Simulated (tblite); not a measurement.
Species: C6H13FSi.
Z-matrix (Å and degrees, GFN2-xTB geometry), rows numbered from 1:
```
C 
C   1  1.4998
C   2  1.4955  1  114.29
C   2  1.3323  1  122.35  3   179.59
Si  4  1.8757  2  126.34  1  -179.90
C   5  1.9232  4  106.14  2   176.41
C   6  1.5187  5  114.43  4    67.58
F   6  1.3963  5  107.75  4  -171.96
H   1  1.0903  2  109.97  3    64.63
H   1  1.0895  2  110.29  3   -53.79
H   1  1.0870  2  111.57  3  -174.86
H   3  1.0889  2  110.30  1   -48.16
H   3  1.0902  2  109.76  1    70.11
H   3  1.0849  2  111.46  1  -169.62
H   4  1.0851  2  116.84  1    -0.51
H   5  1.4697  4  112.86  2   -66.23
H   5  1.4673  4  113.29  2    59.31
H   6  1.0972  5  111.56  4   -57.84
H   7  1.0865  6  109.73  5   -61.14
H   7  1.0891  6  110.83  5   178.52
H   7  1.0877  6  110.02  5    58.59
```

Computed values, GFN2-xTB/tblite, gas phase, harmonic and unscaled. Errors from tens to a few hundred cm⁻¹ against measured bands are possible. Modes of hydrogen on silicon can be 10 to 20 % off. One conformer, not necessarily the lowest.

Harmonic wavenumbers (cm⁻¹): 35.5, 43.6, 76.0, 85.0, 125.0, 177.0, 185.9, 196.3, 239.4, 290.8, 374.4, 405.0, 435.9, 444.8, 500.9, 582.4, 668.3, 715.0, 767.7, 788.2, 794.4, 908.0, 911.0, 971.6, 983.6, 998.8, 1065.2, 1069.8, 1077.2, 1122.3, 1175.1, 1255.7, 1298.4, 1318.7, 1397.5, 1402.9, 1406.2, 1473.4, 1474.2, 1481.6, 1483.3, 1485.4, 1501.4, 1687.7, 2207.3, 2233.5, 2898.5, 2995.7, 2998.3, 3011.7, 3013.1, 3016.5, 3021.0, 3037.8, 3044.6, 3045.2, 3069.3.

A = 3685, B = 697.5, C = 619.4 MHz; mass 132.077 u (most abundant isotopes); point group C1, symmetry number 1.

Task: Zero-point energy?

Result: Half the sum of the wavenumbers: 37236 cm⁻¹ = 106.46 kcal/mol.

Task: Give the ideal-gas entropy at 200 K and 1 bar in the rigid-rotor, harmonic-oscillator model (classical rotation).

Result: Translation 38.59, rotation 28.50, vibration 26.65: S = 93.7 cal/(mol K).

Task: And Cp and H(200 K) − H(0)?

Result: Cp = 33.19 cal/(mol K), of which vibrations give 25.24 (their classical limit is 57 R = 113.3); H(200 K) − H(0) = 4.34 kcal/mol without the zero-point energy, 2.75 from vibrations.

Task: Which modes carry the vibrational entropy at 200 K?

Result: 35.5 cm⁻¹: 4.71; 43.6 cm⁻¹: 4.30; 76.0 cm⁻¹: 3.21; 85.0 cm⁻¹: 3.00; 125.0 cm⁻¹: 2.26; 177.0 cm⁻¹: 1.64 cal/(mol K); the other 51 give 7.54 together.

Task: Blend soft modes into free rotors: weight 1/[1 + (100 cm⁻¹/ν̃)⁴] for the oscillator and the rest for a rotor with moment μB/(μ + B), μ = h/(8π²ν), B = 10⁻⁴⁴ kg m². What vibrational entropy results?

Result: 23.95 cal/(mol K) in place of 26.65, which changes −T·S at 200 K by +0.54 kcal/mol.

Task: What must be added to the electronic energy to get the Gibbs energy at 200 K and 1 bar?

Result: ZPE + [H(200 K) − H(0)] − T·S = 106.46 + 4.34 − 18.75 = 92.05 kcal/mol.

Hindered rotation and anharmonicity are outside this model. Other conformers, if any are populated, would add a mixing term that is left out. The structure is chiral; the term R ln 2 for an equal mix with its mirror image is left out.
